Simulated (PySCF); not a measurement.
# Electric field gradients and quadrupole coupling constants

Species: [WO4]2- (charge -2 and singlet state).
Z-matrix (Å and degrees, PBE0-D3(BJ)/def2-SVP geometry), rows numbered from 1:
```
W 
O   1  1.7918
O   1  1.7916  2  109.44
O   1  1.7921  2  109.47  3  -119.96
O   1  1.7921  2  109.47  3   119.98
```

Field gradients from the PBE0/pcSseg-1 (def2-TZVP on W) density (PySCF, non-relativistic but for the core potentials past Kr), principal values in atomic units, ordered |Vxx| ≤ |Vyy| ≤ |Vzz|:

```csv
atom,Vxx,Vyy,Vzz
O2,-0.0272,-0.0276,0.0547
O3,-0.0271,-0.0274,0.0545
O4,-0.0271,-0.0275,0.0545
O5,-0.0270,-0.0273,0.0543
```

Find the asymmetry η = (Vxx − Vyy)/Vzz and the couplings χ = eQV/h (234.96 MHz × Q in barn × V in au), with Q(17O) = −0.0256 b.

```csv
atom,environment,nucleus,η,χzz (MHz),χxx (MHz),χyy (MHz)
O2,oxygen bonded to W,17O,0.01,-0.329,0.163,0.166
O3,oxygen bonded to W,17O,0.01,-0.328,0.163,0.165
O4,oxygen bonded to W,17O,0.01,-0.328,0.163,0.165
O5,oxygen bonded to W,17O,0.01,-0.327,0.162,0.164
```

The gradient is axial or nearly so (η below 0.05) at O2, O3, O4 and O5. 

What is Vzz at O2 in SI units (1 au = 9.71736 × 10²¹ V/m²)?

0.0547 au = 0.532 × 10²¹ V/m².

Whether so highly charged an anion holds all its electrons in the gas phase wasn't checked; a finite basis holds them in any case. The ion is multiply charged and computed without counter-ions or solvent. Atoms past krypton carry effective core potentials; spin–orbit coupling is left out. The pcSseg-1 basis has no diffuse functions, a weakness for an anion. The HOMO energy is positive at this level (+2.99 eV), so the outermost electrons may be held by the finite basis alone. These gradients aren't converged with respect to the basis.
